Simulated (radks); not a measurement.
Values are calculated unless marked as measured or tabulated.
Br, 35 electrons, occupied as [Ar] 3d10 4s2 4p5. Level of theory: non-relativistic Kohn-Sham, r2SCAN, spin-polarised, spherical densities, point nucleus; open shells are filled with parallel spins first; meta-GGA in the generalised Kohn-Sham scheme (a radial shooting solver on a logarithmic mesh with Libxc functionals).

Radial electron density D(r) = 4 pi r^2 rho(r):

r (bohr)  D(r) (e/bohr)  spin D(r)
0.004225          4.938  0.0000235
0.005546          7.757  0.0000431
0.00728           11.84  0.0000832
0.009555          17.41   0.000171
0.01254           24.37   0.000375
0.01646           32.02   0.000853
0.02144           38.64    0.00192
0.02814           42.53    0.00432
0.03693           41.94    0.00923
0.04848           37.97     0.0180
0.06363           35.30     0.0308
0.08352           38.97     0.0432
0.1088            47.28     0.0446
0.1427            51.01     0.0254
0.1874            42.64   -0.00184
0.2459            30.51    0.00759
0.3228            29.07     0.0727
0.4237            34.67      0.112
0.5562            31.22     0.0470
0.7242            18.72   -0.00775
0.9506            8.354      0.136
1.248             5.114      0.437
1.638             4.492      0.598
2.15              3.107      0.473
2.822             1.422      0.224
3.674            0.4318     0.0638
4.823           0.07582    0.00872
6.33           0.007215   0.000404

D(r) has 3 maxima, at r = 0.0310, 0.136, 0.455 bohr, and minima at 0.0636, 0.289 bohr, inside which lie 2.08, 11.05 electrons.
